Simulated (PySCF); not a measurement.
NMR data simulated for an unnamed compound:

¹H NMR (400 MHz, computed): δ 5.67 (m, 1H), 5.42 (m, 1H), 3.64 (s, 6H), 1.56 (d, 3H), 1.47 (d, 2H).

¹³C{¹H} NMR (computed): δ 139.8 (CH), 127.6 (CH), 52.2 (CH3), 16.5 (CH2), 13.3 (CH3).

PySCF calculation with PBE0-D3(BJ)/def2-SVP structure and σ from GIAO-B3LYP/pcSseg-1; in vacuum, a single conformation, rapidly exchanging positions averaged, relativity neglected.

References, each an isolated molecule treated in the same way: ¹H and ¹³C against TMS.

Question: Which of these does the molecule contain: a three-membered ring, a C≡C triple bond, a non-aromatic C=C double bond, a methoxy group?

Answer: 
- A three-membered ring: no.
- A C≡C triple bond: no.
- A non-aromatic C=C double bond: yes.
- A methoxy group: no.

The data belong to `InChI=1S/C6H13BO2/c1-4-5-6-7(8-2)9-3/h4-5H,6H2,1-3H3/b5-4-`; they needn't prove each group on their own.

Carbon signals by region: 2 in the sp2 and nitrile region (100–160 ppm), 1 at 50–100 ppm, 2 below 50 ppm.

A carbon bonded to boron is broadened by the quadrupolar boron nucleus and is often missing from a measured spectrum. Shifts are as computed. Against solution values, carbons near 30 ppm lie about +2 ppm off and those near 130 ppm about +6 ppm. Of 1211 compounds with measured shifts, 218 miss one by over three times the rms of a fit or turn the order of signals round; such compounds aren't used in these exercises. Multiplicities follow the n + 1 count of equivalent neighbours, as no J values were calculated; m marks all less simple cases, F and P coupling included.
